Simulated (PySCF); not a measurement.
Ta(O)(NH2)3 (H6N3OTa), SMILES [O]=[Ta]([NH2])([NH2])[NH2], multiplicity 1.

The structure is a stationary point at B3LYP-D3(BJ)/def2-SVP. The spin state was assumed, not searched. The structure was generated by enumeration; whether it is a known compound was not checked. The def2 effective core potentials stand for the cores of Ta; spin–orbit coupling is left out. The values are those of a single conformer.

Computed with CAM-B3LYP/def2-TZVP (PySCF).

Isolated molecule, no solvent.

Computed frontier levels, gap, dipole moment and polarisability:
```
Quantity                                                                                                        Value
---------------------------------------------------------------------------------------------  ----------------------
highest occupied level                                                                                       -8.35 eV
lowest empty level                                                                                            0.64 eV
orbital gap                                                                                                   8.99 eV
dipole moment                                                                                                  4.04 D
quadrupole, principal values (traceless, Buckingham form, about the centre of nuclear charge)   -6.36, 3.18, 3.18 D·Å
mean static polarisability                                                                       65.0 bohr³ (9.63 Å³)
polarisability, principal values                                                               61.9, 66.5, 66.5 bohr³
```
